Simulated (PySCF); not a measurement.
Diatomics of F with the 4d metals

PBE0 with triple-zeta basis sets in PySCF, for the lowest determinant that a PBE0 search found; no spin–orbit coupling. De refers to high-spin ground-configuration atoms. A positive dipole means M(−)F(+).

| M | basis | state (unpaired electrons) | Re (Å) | ωe (cm⁻¹) | De (eV) | μ (D) |
| --- | --- | --- | --- | --- | --- | --- |
| Y | def2-TZVPP | singlet (closed shell) | 1.922 | 643 | 6.78 | -1.83 |
| Zr | def2-TZVPP | quartet (σ ↑, δ ↑↑) | 1.877 | 664 | n/a | -3.12 |
| Nb | def2-TZVPP | quintet (σ ↑, π ↑, δ ↑↑) | 1.872 | 661 | 5.77 | -2.75 |
| Tc | x2c-TZVPPall | septet (σ ↑↑, π ↑↑, δ ↑↑) | 1.964 | 562 | n/a | -1.99 |
| Ru | def2-TZVPP | quartet (σ ↑, π ↑, δ ↑) | 1.896 | 568 | 3.98 | -4.38 |
| Rh | def2-TZVPP | triplet (σ ↑, δ ↑) | 1.930 | 551 | 3.79 | -4.78 |
| Pd | def2-TZVPP | doublet (σ ↑) | 1.915 | 560 | 3.36 | -4.81 |
| Ag | def2-TZVPP | singlet (closed shell) | 1.981 | 506 | 3.22 | -5.72 |
| Cd | def2-TZVPP | doublet (σ ↑) | 1.992 | 507 | 2.41 | -3.68 |

The shortest bond is that of NbF (1.872 Å), the longest that of CdF (1.992 Å).

The rows differ in basis set, which adds steps of its own.

The state changes along the series, so neighbouring rows are not always alike in their bonding.

De is left out where the level can put another filling of the metal’s s and d shells below the measured ground configuration, by anything from nothing to about 1 eV. The metal atom is held in its measured ground configuration; semilocal functionals can put another filling of s and d lower by some tenths of an eV, and De to that atom would be smaller. Spin–orbit coupling is left out. States were picked by a PBE0 search and need not be the measured ground states.
